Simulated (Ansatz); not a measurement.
A CCSD(T) single point on C3H6S2Si (`[SiH3]C1=CC1(S)S`).

```yaml
crystal:
  periodic: [false, false, false]
  atoms:
    - {symbol: Si, position_ang: [0.375167, -1.604540, 1.406903]}
    - {symbol: C, position_ang: [0.485858, -0.460329, -0.033460]}
    - {symbol: C, position_ang: [1.013363, -0.025624, -1.140092]}
    - {symbol: C, position_ang: [-0.144443, 0.742024, -0.682026]}
    - {symbol: S, position_ang: [-1.690310, 0.583326, -1.598078]}
    - {symbol: S, position_ang: [0.072575, 2.332764, 0.148872]}
    - {symbol: H, position_ang: [-0.987485, -2.189269, 1.436389]}
    - {symbol: H, position_ang: [1.392650, -2.675624, 1.274628]}
    - {symbol: H, position_ang: [0.609551, -0.827692, 2.649168]}
    - {symbol: H, position_ang: [1.764431, -0.121803, -1.907228]}
    - {symbol: H, position_ang: [-2.482811, 1.095096, -0.641765]}
    - {symbol: H, position_ang: [-0.331546, 3.096572, -0.879311]}
basis:
  gaussian: {orbitals: def2-TZVPP}
correlation: {method: ccsd_t}
```

```sh
$ ansatz run in.yaml --threads 2 --pin off --events-out ev --progress --plain --max-ram 32768MiB --backend cuda --devices 0, --max-vram 18GiB
```

Output of Ansatz, abridged:

```
Functional definition: HF
1762 factors; integrals over basis functions are off by at most 7.0e-4 eV
mean field evaluation 1: about -32678.8276 eV, gradient 3.1e1 eV
mean field evaluation 2: about -32679.2513 eV, gradient 3.1e1 eV
mean field evaluation 4: about -32682.7082 eV, gradient 4.8e0 eV
mean field evaluation 8: about -32682.7984 eV, gradient 4.1e-1 eV
mean field evaluation 16: about -32682.7991 eV, gradient 1.9e-6 eV
mean field -32682.79914520 eV, -1201.0707153892 hartree, gradient 1.9e-6 eV, S^2 0.000000; 0 other end points of the search recorded, 0 dependent functions left out
18 core orbitals not correlated: weight in the atoms' cores, before any rotation towards them, 1.000 or more for the frozen orbitals, at most 0.000 for the correlated occupied ones
reference -32682.79914520 eV, -1201.0707153892 hartree; 17, 17 occupied and 268, 268 virtual orbitals, 1762 factors
second order -25.94871194 eV of doubles, -0.00000000 eV of singles
cycle   1  -26.60852860 eV  change   -6.6e-1 eV  update   1.2e-1
cycle   2  -27.42183233 eV  change   -8.1e-1 eV  update   3.7e-2
cycle   3  -27.55834378 eV  change   -1.4e-1 eV  update   1.7e-2
cycle   4  -27.55008556 eV  change    8.3e-3 eV  update   4.2e-3
cycle   5  -27.55098829 eV  change   -9.0e-4 eV  update   1.9e-3
cycle   6  -27.55105064 eV  change   -6.2e-5 eV  update   5.0e-4
cycle   7  -27.55081956 eV  change    2.3e-4 eV  update   2.4e-4
cycle   8  -27.55084866 eV  change   -2.9e-5 eV  update   8.6e-5
cycle   9  -27.55086443 eV  change   -1.6e-5 eV  update   3.6e-5
perturbative correction -1.38727344 eV, -0.0509813585 hartree
Total energy: -32711.73728307 eV, -1202.1341723409 hartree
```

Hardware: 2 threads of an AMD EPYC 7R13 on a shared host and a share of an NVIDIA H100 80 GB. Wall time 9 s, peak host memory 0.84 GiB.

The correlation energy is -28.938 eV, 4.8 % of it from (T); the T1 diagnostic reads 0.0118.
